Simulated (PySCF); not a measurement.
Molecule: C3H4NSSi (charge 0, doublet). It need not be the lowest isomer of its formula. SMILES: s1c(n[c]c1)[SiH3]
Geometry from a B3LYP-D3(BJ)/def2-TZVP (Ansatz) optimisation:
```xyz
10

Si    -2.1335     0.3854    -0.2434
C     -0.2743     0.2689    -0.0501
N      0.5443     1.3094    -0.0588
C      1.7966     0.9278     0.0974
C      2.0848    -0.3888     0.2389
S      0.5764    -1.2330     0.1627
H     -2.6723    -0.9911    -0.1783
H     -2.4609     0.9983    -1.5480
H     -2.6973     1.2042     0.8505
H      3.0252    -0.8925     0.3748
```
Charge 0, spin multiplicity 2.

Dispersion corrections to the total energy (kcal/mol) from the dftd3 and dftd4 libraries through PySCF: D3(BJ) without and D4 with the three-body term, each with the damping fitted for the functional named.

```
functional  D3(BJ)     D4
----------  ------  -----
TPSSh            …  -8.82
r2SCAN       -1.93  -1.72
TPSS         -8.91  -9.75
HF          -56.82      …
HSE06        -4.95  -5.69
BP86        -11.93  -9.81
PBE          -6.90      …
```

Task: Some entries are withheld; supply them.

Result: 
- TPSSh, D3(BJ): -8.26
- HF, D4: -25.83
- PBE, D4: -7.21
